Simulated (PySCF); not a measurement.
Electronic structure of O³⁺ (oxygen, charge +3) at the PBE0 level

Configuration: [He] 2s2 2p1, 2P determinant. Computed with PySCF 2.14 in aug-cc-pVTZ, with the non-relativistic Hamiltonian (point nucleus).

```json
{"Total energy": "-71.1785 hartree", "One-electron energy": "-86.1521 hartree", "Hartree (Coulomb) energy": "21.7275 hartree", "Exchange-correlation energy": "-6.7539 hartree", "Kinetic energy": "70.97492 hartree", "⟨S²⟩": "0.7513", "⟨L²⟩": "2.004", "Sum of ⟨r⟩": "3.269 bohr", "Sum of ⟨r²⟩": "3.394 bohr²", "Traceless quadrupole moment −½Σ⟨3z² − r²⟩ along its main axis": "-0.395 e·bohr²", "Density at the nucleus (Gaussians lack the cusp)": "306 bohr⁻³", "Spin density at the nucleus": "-0.00665 bohr⁻³", "Langevin diamagnetic susceptibility": "-2.69 ×10⁻⁶ cm³/mol"}
```

```json
{"shell": "1s α", "electrons": "1", "mean orbital energy (hartree)": "-22.01458", "rms radius, mean of both spins (bohr)": "0.231"}
{"shell": "1s β", "electrons": "1", "mean orbital energy (hartree)": "-21.97313", "rms radius, mean of both spins (bohr)": "0.231"}
{"shell": "2s α", "electrons": "1", "mean orbital energy (hartree)": "-3.05530", "rms radius, mean of both spins (bohr)": "1.06"}
{"shell": "2s β", "electrons": "1", "mean orbital energy (hartree)": "-2.94428", "rms radius, mean of both spins (bohr)": "1.06"}
{"shell": "2p α", "electrons": "1", "mean orbital energy (hartree)": "-2.55740", "rms radius, mean of both spins (bohr)": "1.01"}
```
